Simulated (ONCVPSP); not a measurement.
# What the settings do to the ONCV potential of aluminium (Al)

Base potential:

aluminium, optimised norm-conserving Vanderbilt (ONCV), made with ONCVPSP 4.0.1 (PBEsol, scalar-relativistic). Core [Ne], reference 3s2 3p1. Waves: 3s: rc 1.95 bohr, ncon 4, nbas 9, qcut 3.1 1/bohr, local; 3p: rc 2.95 bohr, ncon 4, nbas 9, qcut 2.8 1/bohr, 1 projector. Local part: the s channel. Core correction: Teter function, fcfact 3.5, rcfact 1.45.

All-electron outer shells of the reference configuration (PBEsol, scalar-relativistic, ld1.x):

```csv
shell,level (eV),outermost node (bohr),outermost maximum (bohr)
2s,-107.85,0.16,0.50
2p,-69.54,–,0.43
3s,-7.71,0.80,2.09
3p,-2.69,0.82,2.64
```

Cutoffs, loose and tight: the cutoffs (Ha) at which the residual kinetic energy of the hardest occupied pseudo-wave falls to 1 and 0.1 mHa per electron. They do not see the model core or the augmentation charge, which bear on the density cutoff. Test errors are all-electron minus pseudo excitation energies from the reference, over the configurations 3s2 3p0; 3s1 3p0; 3s2 3p0.5; 3s1 3p1. A dash means not determined; rows that change the core or the reference have their own tests.

| change | outcome | cutoff, loose | cutoff, tight | bound ghosts | GHOST(+) flags above zero | largest test error (meV) |
| --- | --- | --- | --- | --- | --- | --- |
| base | generated | 5.6 Ha | 38 Ha | none | none | -29 |
| functional LDA (Perdew-Wang 92) | generated | 5.8 Ha | 46 Ha | none | none | -5.1 |
| s: qcut 4.3; p: qcut 3.9 | generated | 6.1 Ha | 7.8 Ha | none | none | -27 |
| core correction Teter function fitted to the true core (icmod 2), fcfact 0.35 | generated | 5.6 Ha | 38 Ha | none | none | +16 |
| p: rc 3.4 | generated | 5.6 Ha | 38 Ha | none | none | -31 |
| p: ncon 3, nbas 8 | generated | 5.6 Ha | 38 Ha | none | none | -30 |
| core correction Teter function, fcfact 7.8, rcfact 1.45 | generated | 5.6 Ha | 38 Ha | none | none | -40 |
| p: rc 3.9 | generated | 5.6 Ha | 38 Ha | none | none | -28 |
| p: nbas 7 | generated | 5.6 Ha | 38 Ha | none | none | -29 |

(1) What comes out with this change to the base: s: qcut 2.2?

(2) What comes out with this change to the base: s: qcut 4.4?

(3) What comes out with this change to the base: all radii but the core radius scaled by about 1.09 (s 2.12, p 3.20 bohr)?

Results:

(1) outcome: generated; cutoff, loose: 29 Ha; cutoff, tight: 59 Ha; bound ghosts: none; GHOST(+) flags above zero: none; largest test error (meV): -28.

(2) outcome: generated; cutoff, loose: 6.1 Ha; cutoff, tight: 8.0 Ha; bound ghosts: none; GHOST(+) flags above zero: none; largest test error (meV): -30.

(3) outcome: generated; cutoff, loose: 5.0 Ha; cutoff, tight: 31 Ha; bound ghosts: none; GHOST(+) flags above zero: none; largest test error (meV): -30.
